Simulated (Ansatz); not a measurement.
GeHMe2(OMe) (C3H10GeO). The state is a singlet with charge 0. Geometry PBE0-D4/def2-SVP.

```xyz
15

C     0.246   -1.786   -0.245
C    -1.981    0.434   -0.999
C     1.458    1.111    1.459
Ge   -0.118    0.099   -0.583
O     0.176    1.032    0.917
H     0.840    0.652   -1.670
H    -0.402   -2.153    0.564
H     1.294   -1.943    0.047
H     0.050   -2.382   -1.149
H    -2.618    0.051   -0.189
H    -2.266   -0.064   -1.938
H    -2.159    1.513   -1.103
H     1.855    0.127    1.780
H     1.429    1.758    2.352
H     2.195    1.551    0.757
```

Another isomer (singlet) lies 0.89 eV lower at PBE0-D4/def2-TZVP; other spin states weren't run for this one.

Estimate the orbital energies around the gap (eV) in Ansatz with BLYP-D4/def2-TZVP, r2SCAN-D4/def2-TZVP, PBE0-D4/def2-SVP, PBE0-D4/def2-TZVP, ωB97M-V/def2-TZVP.


| orbital | BLYP-D4/def2-TZVP | r2SCAN-D4/def2-TZVP | PBE0-D4/def2-SVP | PBE0-D4/def2-TZVP | ωB97M-V/def2-TZVP |
| --- | --- | --- | --- | --- | --- |
| HOMO−13 | -16.66 | -17.75 | -18.94 | -19.18 | -21.84 |
| HOMO−12 | -15.98 | -17.00 | -18.20 | -18.44 | -21.12 |
| HOMO−11 | -12.60 | -13.18 | -14.43 | -14.49 | -17.14 |
| HOMO−10 | -10.58 | -11.11 | -12.30 | -12.35 | -14.90 |
| HOMO−9 | -10.35 | -10.87 | -12.07 | -12.13 | -14.65 |
| HOMO−8 | -10.31 | -10.83 | -12.02 | -12.06 | -14.55 |
| HOMO−7 | -9.91 | -10.41 | -11.52 | -11.57 | -14.03 |
| HOMO−6 | -9.58 | -10.05 | -11.13 | -11.19 | -13.60 |
| HOMO−5 | -9.55 | -10.02 | -11.10 | -11.16 | -13.56 |
| HOMO−4 | -9.45 | -9.92 | -10.99 | -11.07 | -13.45 |
| HOMO−3 | -7.58 | -8.00 | -8.99 | -9.03 | -11.34 |
| HOMO−2 | -7.36 | -7.78 | -8.78 | -8.80 | -11.07 |
| HOMO−1 | -6.54 | -6.94 | -7.97 | -8.11 | -10.45 |
| HOMO | -5.77 | -6.17 | -7.26 | -7.38 | -9.76 |
| LUMO | 0.30 | 0.73 | 1.56 | 1.11 | 2.51 |
| LUMO+1 | 0.45 | 1.07 | 1.66 | 1.24 | 2.81 |
| LUMO+2 | 0.70 | 1.33 | 2.15 | 1.52 | 3.09 |
| LUMO+3 | 1.03 | 1.58 | 2.68 | 1.95 | 3.61 |
| LUMO+4 | 1.55 | 2.28 | 3.07 | 2.44 | 4.05 |
| LUMO+5 | 1.97 | 2.65 | 3.47 | 2.82 | 4.26 |
